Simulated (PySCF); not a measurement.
Polarisability and C₆ of Kr (krypton, neutral)

[Kr], closed-shell 1S. Computed with PySCF 2.14 in x2c-TZVPPall with one added diffuse shell each of s, p, d type (7s6p5d1f, 57 functions), with scalar relativity by spin-free X2C-1e. Coupled (time-dependent) response in atomic units; α is the mean over directions.

| method | mean α (bohr³) | C₆ (like pair) | S(−4) |
| --- | --- | --- | --- |
| UHF | 16.38 | 125.5 | 49.56 |
| PBE | 17.91 | 140.0 | 63.80 |
| PBE0 | 17.23 | 133.4 | 57.38 |
| revPBE | 17.83 | 139.4 | 62.89 |

S(−4) is the Cauchy moment in α(ω) = α(0) + S(−4) ω² + …

Reference α: 16.78 ± 0.02 bohr³ (recommended; Schwerdtfeger and Nagle, table of static dipole polarizabilities (2023 update)). Published C₆: 130.0 (Chu and Dalgarno (2004); Tang, Norbeck and Certain (1976)).

α(iu) at PBE:

```tsv
u (hartree)	α(iu) (bohr³)
0	17.91
0.0500	17.75
0.100	17.30
0.200	15.74
0.300	13.77
0.500	10.08
0.750	6.846
1.00	4.840
1.50	2.722
2.00	1.726
3.00	0.8722
5.00	0.3566
```

A single London oscillator, α(iu) = α/(1 + u²/ω²), gives C₆ = (3/4) ω α². Matching the computed C₆ needs ω = 4 × 140.0 / (3 × 17.91²) = 0.582 hartree.
